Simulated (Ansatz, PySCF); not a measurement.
Process, species as SMILES: N[SiH2]N -> [NH-][SiH2]N + H+
Structures are relaxed separately at B3LYP-D3(BJ)/def2-TZVP in Ansatz (a quantum-chemistry and plane-wave program), one conformer each, not searched for the lowest. Frequencies are from Ansatz or PySCF.
Geometry of the first species:
```
Si
N 1 1.7222
H 2 1.0078 1 121.50
H 2 1.0078 3 111.19 1 -153.60
N 1 1.7222 2 121.59 3 -75.85
H 5 1.0078 1 121.50 2 -75.85
H 5 1.0078 6 111.19 1 -153.60
H 1 1.4789 2 105.40 3 164.81
H 1 1.4789 8 114.36 5 -115.20
```

Quantity: gas-phase deprotonation energy (0 K, with B3LYP-D3(BJ) harmonic zero-point energies), in kJ/mol. Correlated levels leave the core frozen unless marked. Spin-orbit coupling is left out. No relativistic terms. Anions need diffuse functions: aug- sets have them; def2-D sets add few; the other sets have none. Basis-set limits of correlation are two-point, X^-3; Hartree-Fock from the larger set. [CCSD(T)-MP2]/basis is that difference in the basis named.

```json
[
 {"level": "revPBE-D4/def2-TZVPD", "program": "Ansatz + dftd4", "gas-phase deprotonation energy (kJ/mol)": "1560.0"},
 {"level": "B97M-V/def2-TZVPD", "program": "Ansatz", "gas-phase deprotonation energy (kJ/mol)": "(withheld)"},
 {"level": "B3LYP-D4/def2-TZVPD", "program": "Ansatz + dftd4", "gas-phase deprotonation energy (kJ/mol)": "1574.0"},
 {"level": "PBE0/def2-TZVP", "program": "Ansatz", "gas-phase deprotonation energy (kJ/mol)": "(withheld)"},
 {"level": "LC-wPBE-D3(BJ)/def2-TZVPD", "program": "Ansatz + dftd3", "gas-phase deprotonation energy (kJ/mol)": "(withheld)"},
 {"level": "B2GP-PLYP/def2-TZVPD", "program": "Ansatz", "gas-phase deprotonation energy (kJ/mol)": "1575.1"},
 {"level": "SCS-MP2/cc-pV(D+d)Z", "program": "Ansatz", "gas-phase deprotonation energy (kJ/mol)": "1629.6"},
 {"level": "CCSD/cc-pV(D+d)Z", "program": "Ansatz", "gas-phase deprotonation energy (kJ/mol)": "(withheld)"},
 {"level": "CCSD(T) with core electrons (1s frozen past Ne)/cc-pwCVTZ", "program": "Ansatz", "gas-phase deprotonation energy (kJ/mol)": "1604.8"},
 {"level": "RI-MP2/CBS(aug-cc-pV(T+d)Z,aug-cc-pV(Q+d)Z)+[CCSD(T)-MP2]/aug-cc-pV(T+d)Z", "program": "Ansatz", "gas-phase deprotonation energy (kJ/mol)": "1574.6"}
]
```

Q: What belongs in the gaps?

A: 
- B97M-V/def2-TZVPD, gas-phase deprotonation energy (kJ/mol): 1569.5
- PBE0/def2-TZVP, gas-phase deprotonation energy (kJ/mol): 1594.3
- LC-wPBE-D3(BJ)/def2-TZVPD, gas-phase deprotonation energy (kJ/mol): 1598.1
- CCSD/cc-pV(D+d)Z, gas-phase deprotonation energy (kJ/mol): 1635.0
